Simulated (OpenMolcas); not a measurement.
**Levels of La III by method**

- Program: OpenMolcas 26.06
- Basis: ANO-RCC-VTZP [8s7p5d3f2g1h]
- Scalar Hamiltonian: DKH2, point nucleus
- Active space: 1 electron in 9 orbitals (RAS2 5d 6s; RAS3 6p, at most 1 electron)
- State averaging: 2S+1 = 2 even, 6 roots; 2S+1 = 2 odd, 3 roots
- Spin-orbit coupling: RASSI with atomic mean-field integrals over the reference wave functions, term energies averaged over their components

Methods on the same reference wave functions:
A. RASSCF
B. SS-RASPT2, IPEA 0.25 Eh, imaginary shift 0.1 Eh (closed shells correlated: 5s 5p)

Energies in cm-1 above 5d 2D 3/2, the measured ground level; measured values from Martin, Zalubas and Hagan, Atomic Energy Levels: The Rare-Earth Elements, NSRDS-NBS 60 (1978).

```json
{"Level": "5d 2D 3/2", "A": "0.0", "B": "0.0", "Measured": "0.0"}
{"Level": "5d 2D 5/2", "A": "1593", "B": "1593", "Measured": "1603"}
{"Level": "6s 2S 1/2", "A": "13462", "B": "14396", "Measured": "13591"}
{"Level": "6p 2P* 1/2", "A": "39546", "B": "42604", "Measured": ""}
{"Level": "6p 2P* 3/2", "A": "41603", "B": "44661", "Measured": ""}
```

Deviations, from unrounded energies. A percentage is the sum of absolute deviations over the sum of measured energies, with the sign that they share, or ± where signs differ.

```csv
Against measurement,Levels,A,B
mean absolute deviation (cm-1),2,70,410
fine structure of the ground term (%),1,-0.6,-0.6
other configurations (%),1,-1.0,+5.9
```

A lies closest to measurement on these levels. The largest miss of A in the table is 6s 2S 1/2, by -130 cm-1. The ranking rests on the paired levels alone, and a cruder setting can come out closer through cancelling errors.

The lowest spin-free term lies below A's lowest term by 0.206 hartree in B.

With one active electron the reference holds no correlation, so core polarisation is missing (holds for A). With one active electron, CASPT2 adds the correlation within the correlated inactive shells and between them and that electron, and leaves the splitting within a term as the reference gives it (holds for B). Computed and measured levels are paired by configuration, term and J; levels that our copy of the source lacks, or whose pairing is in doubt (as where it misses far off the trend of its configuration), stay unpaired and out of the deviations. Only configurations of the active space appear.

* marks odd parity.
